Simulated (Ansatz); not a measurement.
B₃As₃H₁₂, a cluster cut from wurtzite BAs (hydrogen-capped), relaxed as a singlet with RKS B3LYP-D4/def2-SVP in Ansatz, starting from the GFN2-xTB geometry. Force threshold 0.02 eV/Å.

Start:

Cartesian coordinates in Å:
```
As -0.0383 -1.5612 1.0209
B -0.1104 -1.8509 -1.0090
As 0.5901 -0.0790 -1.7681
B -0.8577 0.0848 1.9308
As -0.0788 1.6513 0.8599
B -0.1546 1.7432 -1.1885
H -0.3949 -2.8278 1.7618
H 1.4040 -1.6678 1.4551
H 0.5763 -2.7655 -1.3406
H -1.2580 -1.9661 -1.3283
H 2.0884 -0.0562 -1.5857
H 0.7369 -0.1597 -3.2690
H -0.5504 0.1472 3.0795
H -2.0395 0.0606 1.7463
H 1.3586 1.8396 1.2824
H -0.4731 2.9717 1.4758
H -1.3045 1.7948 -1.5157
H 0.5059 2.6409 -1.6076
```

```tsv
step	energy (eV)	largest force component (eV/Å)	SCF passes
1	-184729.5196	0.723	15
2	-184729.6106	0.419	17
3	-184729.7143	0.134	17
4	-184729.7183	0.025	18
5	-184729.7184	0.010	13
```

Force components are those of the run's own axes.

End:

| atom | x (Å) | y (Å) | z (Å) |
| --- | --- | --- | --- |
| As1 | 0.020 | -1.608 | 1.066 |
| B2 | -0.064 | -1.831 | -0.987 |
| As3 | 0.667 | -0.081 | -1.809 |
| B4 | -0.803 | 0.085 | 1.918 |
| As5 | -0.023 | 1.706 | 0.901 |
| B6 | -0.109 | 1.722 | -1.164 |
| H7 | -0.605 | -2.824 | 1.708 |
| H8 | 1.444 | -1.794 | 1.551 |
| H9 | 0.591 | -2.784 | -1.346 |
| H10 | -1.244 | -1.863 | -1.270 |
| H11 | 2.180 | -0.058 | -1.720 |
| H12 | 0.523 | -0.158 | -3.311 |
| H13 | -0.539 | 0.147 | 3.098 |
| H14 | -1.985 | 0.055 | 1.640 |
| H15 | 1.395 | 1.976 | 1.365 |
| H16 | -0.681 | 2.962 | 1.421 |
| H17 | -1.289 | 1.697 | -1.447 |
| H18 | 0.523 | 2.651 | -1.615 |

By distances, no bond broke or formed. The bond that changes most is B4–H13, from 1.19 to 1.21 Å (atoms count from 1).

No frequencies were taken in this run, so the end may be a saddle point.

It took 36 s on 4 threads of Arm Neoverse V2 on a shared host, peak host memory 0.75 GiB.
